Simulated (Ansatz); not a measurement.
Ansatz (a program for electronic structure) input (B3LYP-D3(BJ)/def2-TZVP):

Ansatz 0.2 input:
```yaml
crystal:
  periodic: [false, false, false]
  atoms:
    - {symbol: Sc, position_ang: [-0.00817368, -0.00044124, 0.00425472]}
    - {symbol: F, position_ang: [-1.55093294, -0.94529976, 0.08213912]}
    - {symbol: F, position_ang: [0.00373910, 1.66473781, -0.70651628]}
    - {symbol: F, position_ang: [1.53165881, -0.71801175, 0.63237152]}
basis:
  gaussian:
    orbitals: def2-TZVP
hamiltonian:
  xc: b3lyp
  dispersion: d3bj
total_charge: 1
magnetization: {spin_polarized: true, initial_magnetization: 1}
relax: {f_tol: 0.002, max_steps: 150}
```

Output:

```
Functional definition: B3LYP
integrals: 0.06 GiB planned
1021 factors; their error is unknown
mean field: 0.68 GiB planned
mean field evaluation 1: about -28834.6455 eV, gradient 7.0e1 eV
mean field evaluation 2: about -28641.3292 eV, gradient 2.8e2 eV
mean field evaluation 4: about -28838.0141 eV, gradient 5.5e1 eV
mean field evaluation 8: about -28847.9477 eV, gradient 2.4e0 eV
mean field evaluation 16: about -28848.0670 eV, gradient 8.3e-2 eV
mean field evaluation 32: about -28848.0673 eV, gradient 2.0e-5 eV
mean field evaluation 64: about -28848.0672 eV, gradient 6.6e-3 eV
mean field -28848.06734411 eV, -1060.1469209739 hartree, gradient 4.7e-9 eV, S^2 0.761722; 6 other end points of the search recorded, 0 dependent functions left out
the calculation of the forces begins
reference -28848.06756301 eV, -1060.1469290183 hartree; 24, 23 occupied and 114, 115 virtual orbitals, 1021 factors
relax step   1: F+E_penalty+E_count = -28848.14642814 eV  Δ(F+E_penalty+E_count) = +0.000e0 eV  max|allowed force component| = 1.314e0 eV/Å  Δτ_max = 0.0000 Å  (586 SCF iters, accepted)
these checks for a lower state are left out or cut short: starts, cluster_reference, orbital_swaps, neighbouring_geometries, increment
integrals: 0.06 GiB planned
1021 factors; their error is unknown
mean field: 0.67 GiB planned
mean field evaluation 96: about -28848.1473 eV, gradient 1.9e-5 eV
mean field -28848.14725864 eV, -1060.1498577786 hartree, gradient 7.7e-6 eV, S^2 0.762227; 1 other end points of the search recorded, 0 dependent functions left out
the calculation of the forces begins
reference -28848.14748292 eV, -1060.1498660207 hartree; 24, 23 occupied and 114, 115 virtual orbitals, 1021 factors
relax step   2: F+E_penalty+E_count = -28848.22567935 eV  Δ(F+E_penalty+E_count) = -7.925e-2 eV  max|allowed force component| = 6.621e-1 eV/Å  Δτ_max = 0.0347 Å  (135 SCF iters, accepted)
these checks for a lower state are left out or cut short: starts, cluster_reference, orbital_swaps, neighbouring_geometries, increment
integrals: 0.06 GiB planned
1021 factors; their error is unknown
mean field: 0.67 GiB planned
mean field -28848.17343264 eV, -1060.1508196551 hartree, gradient 5.4e-6 eV, S^2 0.762212; 0 other end points of the search recorded, 0 dependent functions left out
the calculation of the forces begins
reference -28848.17366042 eV, -1060.1508280260 hartree; 24, 23 occupied and 114, 115 virtual orbitals, 1021 factors
relax step   3: F+E_penalty+E_count = -28848.25138780 eV  Δ(F+E_penalty+E_count) = -2.571e-2 eV  max|allowed force component| = 5.864e-1 eV/Å  Δτ_max = 0.0242 Å  (107 SCF iters, accepted)
these checks for a lower state are left out or cut short: starts, cluster_reference, orbital_swaps, neighbouring_geometries, increment
integrals: 0.06 GiB planned
1021 factors; their error is unknown
mean field: 0.67 GiB planned
mean field evaluation 128: about -28848.1970 eV, gradient 7.0e-2 eV
mean field -28848.19702032 eV, -1060.1516864864 hartree, gradient 3.8e-6 eV, S^2 0.761109; 0 other end points of the search recorded, 0 dependent functions left out
the calculation of the forces begins
reference -28848.19724974 eV, -1060.1516949174 hartree; 24, 23 occupied and 114, 115 virtual orbitals, 1021 factors
relax step   4: F+E_penalty+E_count = -28848.27464330 eV  Δ(F+E_penalty+E_count) = -2.326e-2 eV  max|allowed force component| = 6.055e-1 eV/Å  Δτ_max = 0.0331 Å  (99 SCF iters, accepted)
these checks for a lower state are left out or cut short: starts, cluster_reference, orbital_swaps, neighbouring_geometries, increment
integrals: 0.06 GiB planned
1021 factors; their error is unknown
mean field: 0.66 GiB planned
mean field evaluation 160: about -28848.2883 eV, gradient 2.3e-6 eV
mean field -28848.28828399 eV, -1060.1550403645 hartree, gradient 2.3e-6 eV, S^2 0.753983; 0 other end points of the search recorded, 0 dependent functions left out
the calculation of the forces begins
reference -28848.28851806 eV, -1060.1550489664 hartree; 24, 23 occupied and 114, 115 virtual orbitals, 1021 factors
relax step   5: F+E_penalty+E_count = -28848.36431773 eV  Δ(F+E_penalty+E_count) = -8.967e-2 eV  max|allowed force component| = 1.362e0 eV/Å  Δτ_max = 0.1951 Å  (112 SCF iters, accepted)
[...]
relax step   9: F+E_penalty+E_count = -28848.43868279 eV  Δ(F+E_penalty+E_count) = -1.896e-3 eV  max|allowed force component| = 3.606e-1 eV/Å  Δτ_max = 0.0174 Å  (111 SCF iters, accepted)
these checks for a lower state are left out or cut short: starts, cluster_reference, orbital_swaps, neighbouring_geometries, increment
integrals: 0.05 GiB planned
1021 factors; their error is unknown
mean field: 0.66 GiB planned
mean field -28848.36514938 eV, -1060.1578651154 hartree, gradient 8.5e-8 eV, S^2 0.752408; 0 other end points of the search recorded, 0 dependent functions left out
the calculation of the forces begins
reference -28848.36538722 eV, -1060.1578738559 hartree; 24, 23 occupied and 114, 115 virtual orbitals, 1021 factors
relax step  10: F+E_penalty+E_count = -28848.44087302 eV  Δ(F+E_penalty+E_count) = -2.190e-3 eV  max|allowed force component| = 5.265e-1 eV/Å  Δτ_max = 0.1839 Å  (132 SCF iters, accepted)
these checks for a lower state are left out or cut short: starts, cluster_reference, orbital_swaps, neighbouring_geometries, increment
integrals: 0.06 GiB planned
1021 factors; their error is unknown
mean field: 0.66 GiB planned
mean field evaluation 256: about -28848.3802 eV, gradient 9.6e-5 eV
mean field -28848.38022379 eV, -1060.1584190898 hartree, gradient 4.6e-6 eV, S^2 0.752829; 0 other end points of the search recorded, 0 dependent functions left out
the calculation of the forces begins
reference -28848.38046021 eV, -1060.1584277780 hartree; 24, 23 occupied and 114, 115 virtual orbitals, 1021 factors
relax step  11: F+E_penalty+E_count = -28848.45657542 eV  Δ(F+E_penalty+E_count) = -1.570e-2 eV  max|allowed force component| = 2.863e-1 eV/Å  Δτ_max = 0.0752 Å  (83 SCF iters, accepted)
these checks for a lower state are left out or cut short: starts, cluster_reference, orbital_swaps, neighbouring_geometries, increment
integrals: 0.06 GiB planned
1021 factors; their error is unknown
mean field: 0.67 GiB planned
mean field -28848.39193855 eV, -1060.1588495994 hartree, gradient 9.6e-7 eV, S^2 0.754700; 0 other end points of the search recorded, 0 dependent functions left out
the calculation of the forces begins
reference -28848.39217619 eV, -1060.1588583325 hartree; 24, 23 occupied and 114, 115 virtual orbitals, 1021 factors
relax step  12: F+E_penalty+E_count = -28848.46976255 eV  Δ(F+E_penalty+E_count) = -1.319e-2 eV  max|allowed force component| = 8.241e-1 eV/Å  Δτ_max = 0.1972 Å  (129 SCF iters, accepted)
these checks for a lower state are left out or cut short: starts, cluster_reference, orbital_swaps, neighbouring_geometries, increment
integrals: 0.06 GiB planned
1021 factors; their error is unknown
mean field: 0.67 GiB planned
mean field evaluation 288: about -28848.4825 eV, gradient 2.4e-3 eV
mean field -28848.48252635 eV, -1060.1621786394 hartree, gradient 6.6e-7 eV, S^2 0.757213; 0 other end points of the search recorded, 0 dependent functions left out
the calculation of the forces begins
reference -28848.48276228 eV, -1060.1621873097 hartree; 24, 23 occupied and 114, 115 virtual orbitals, 1021 factors
relax step  13: F+E_penalty+E_count = -28848.56208301 eV  Δ(F+E_penalty+E_count) = -9.232e-2 eV  max|allowed force component| = 6.001e-1 eV/Å  Δτ_max = 0.1920 Å  (124 SCF iters, accepted)
these checks for a lower state are left out or cut short: starts, cluster_reference, orbital_swaps, neighbouring_geometries, increment
integrals: 0.06 GiB planned
1021 factors; their error is unknown
mean field: 0.68 GiB planned
mean field -28848.66117164 eV, -1060.1687437328 hartree, gradient 2.1e-5 eV, S^2 0.759848; 0 other end points of the search recorded, 0 dependent functions left out
the calculation of the forces begins
reference -28848.66140337 eV, -1060.1687522489 hartree; 24, 23 occupied and 114, 115 virtual orbitals, 1021 factors
relax step  14: F+E_penalty+E_count = -28848.74207036 eV  Δ(F+E_penalty+E_count) = -1.800e-1 eV  max|allowed force component| = 6.662e-1 eV/Å  Δτ_max = 0.1954 Å  (72 SCF iters, accepted)
these checks for a lower state are left out or cut short: starts, cluster_reference, orbital_swaps, neighbouring_geometries, increment
integrals: 0.06 GiB planned
1021 factors; their error is unknown
mean field: 0.68 GiB planned
mean field -28848.83050014 eV, -1060.1749664404 hartree, gradient 1.5e-5 eV, S^2 0.760641; 0 other end points of the search recorded, 0 dependent functions left out
the calculation of the forces begins
reference -28848.83072964 eV, -1060.1749748746 hartree; 24, 23 occupied and 114, 115 virtual orbitals, 1021 factors
relax step  15: F+E_penalty+E_count = -28848.91192705 eV  Δ(F+E_penalty+E_count) = -1.699e-1 eV  max|allowed force component| = 6.123e-1 eV/Å  Δτ_max = 0.1659 Å  (56 SCF iters, accepted)
these checks for a lower state are left out or cut short: starts, cluster_reference, orbital_swaps, neighbouring_geometries, increment
integrals: 0.06 GiB planned
1021 factors; their error is unknown
mean field: 0.69 GiB planned
mean field evaluation 320: about -28848.7430 eV, gradient 6.1e-4 eV
mean field -28848.74295439 eV, -1060.1717491934 hartree, gradient 2.1e-5 eV, S^2 0.758334; 0 other end points of the search recorded, 0 dependent functions left out
the calculation of the forces begins
reference -28848.74318155 eV, -1060.1717575417 hartree; 24, 23 occupied and 114, 115 virtual orbitals, 1021 factors
relax step  16: F+E_penalty+E_count = -28848.82474094 eV  Δ(F+E_penalty+E_count) = +8.719e-2 eV  max|allowed force component| = 1.301e0 eV/Å  Δτ_max = 0.1950 Å  (47 SCF iters, rejected (line search))
these checks for a lower state are left out or cut short: starts, cluster_reference, orbital_swaps, neighbouring_geometries, increment
integrals: 0.06 GiB planned
1021 factors; their error is unknown
mean field: 0.69 GiB planned
mean field -28848.88176411 eV, -1060.1768503565 hartree, gradient 2.4e-5 eV, S^2 0.760716; 0 other end points of the search recorded, 0 dependent functions left out
the calculation of the forces begins
reference -28848.88199141 eV, -1060.1768587100 hartree; 24, 23 occupied and 114, 115 virtual orbitals, 1021 factors
relax step  17: F+E_penalty+E_count = -28848.96359268 eV  Δ(F+E_penalty+E_count) = -5.167e-2 eV  max|allowed force component| = 1.902e-1 eV/Å  Δτ_max = 0.0786 Å  (46 SCF iters, accepted)
these checks for a lower state are left out or cut short: starts, cluster_reference, orbital_swaps, neighbouring_geometries, increment
integrals: 0.06 GiB planned
1021 factors; their error is unknown
mean field: 0.68 GiB planned
mean field -28848.88290250 eV, -1060.1768921916 hartree, gradient 9.7e-6 eV, S^2 0.760593; 0 other end points of the search recorded, 0 dependent functions left out
the calculation of the forces begins
reference -28848.88313110 eV, -1060.1769005926 hartree; 24, 23 occupied and 114, 115 virtual orbitals, 1021 factors
relax step  18: F+E_penalty+E_count = -28848.96465091 eV  Δ(F+E_penalty+E_count) = -1.058e-3 eV  max|allowed force component| = 1.396e-1 eV/Å  Δτ_max = 0.0178 Å  (47 SCF iters, accepted)
these checks for a lower state are left out or cut short: starts, cluster_reference, orbital_swaps, neighbouring_geometries, increment
integrals: 0.06 GiB planned
1021 factors; their error is unknown
mean field: 0.69 GiB planned
mean field -28848.88401254 eV, -1060.1769329848 hartree, gradient 1.9e-5 eV, S^2 0.760630; 0 other end points of the search recorded, 0 dependent functions left out
the calculation of the forces begins
reference -28848.88424047 eV, -1060.1769413612 hartree; 24, 23 occupied and 114, 115 virtual orbitals, 1021 factors
relax step  19: F+E_penalty+E_count = -28848.96585874 eV  Δ(F+E_penalty+E_count) = -1.208e-3 eV  max|allowed force component| = 7.783e-3 eV/Å  Δτ_max = 0.0105 Å  (44 SCF iters, accepted)
these checks for a lower state are left out or cut short: starts, cluster_reference, orbital_swaps, neighbouring_geometries, increment
integrals: 0.06 GiB planned
1021 factors; their error is unknown
mean field: 0.68 GiB planned
mean field -28848.88402134 eV, -1060.1769333085 hartree, gradient 1.5e-5 eV, S^2 0.760630; 0 other end points of the search recorded, 0 dependent functions left out
the calculation of the forces begins
reference -28848.88424925 eV, -1060.1769416838 hartree; 24, 23 occupied and 114, 115 virtual orbitals, 1021 factors
relax step  20: F+E_penalty+E_count = -28848.96586110 eV  Δ(F+E_penalty+E_count) = -2.368e-6 eV  max|allowed force component| = 3.060e-3 eV/Å  Δτ_max = 0.0011 Å  (35 SCF iters, accepted)
these checks for a lower state are left out or cut short: starts, cluster_reference, orbital_swaps, neighbouring_geometries, increment
integrals: 0.06 GiB planned
1021 factors; their error is unknown
mean field: 0.69 GiB planned
mean field evaluation 352: about -28848.8840 eV, gradient 2.4e-5 eV
mean field -28848.88401845 eV, -1060.1769332023 hartree, gradient 5.7e-5 eV, S^2 0.760632; 0 other end points of the search recorded, 0 dependent functions left out
the calculation of the forces begins
reference -28848.88424636 eV, -1060.1769415778 hartree; 24, 23 occupied and 114, 115 virtual orbitals, 1021 factors
relax step  21: F+E_penalty+E_count = -28848.96586190 eV  Δ(F+E_penalty+E_count) = -7.991e-7 eV  max|allowed force component| = 1.230e-4 eV/Å  Δτ_max = 0.0004 Å  (31 SCF iters, accepted)
integrals: 0.06 GiB planned
1021 factors; their error is unknown
mean field: 0.69 GiB planned
mean field -28848.88401845 eV, -1060.1769332023 hartree, gradient 5.7e-5 eV, S^2 0.760632; 3 other end points of the search recorded, 0 dependent functions left out
the calculation of the forces begins
reference -28848.88424636 eV, -1060.1769415778 hartree; 24, 23 occupied and 114, 115 virtual orbitals, 1021 factors
Total energy: -28848.96608981 eV, -1060.1799492690 hartree
Atom 0 at    -0.419183     0.095001     0.564482 Å, force    -0.000078    -0.000016     0.000056 eV/Å
Atom 1 at    -1.585571    -1.038633    -0.113565 Å, force     0.000099     0.000048    -0.000006 eV/Å
Atom 2 at     0.525098     1.232851    -0.690296 Å, force    -0.000064     0.000091    -0.000090 eV/Å
Atom 3 at     1.455947    -0.288234     0.251629 Å, force     0.000042    -0.000123     0.000040 eV/Å
Dipole moment:    -0.421564     0.406071     1.072384 e Å
```

The spin state was set by rule; other spins were not relaxed.
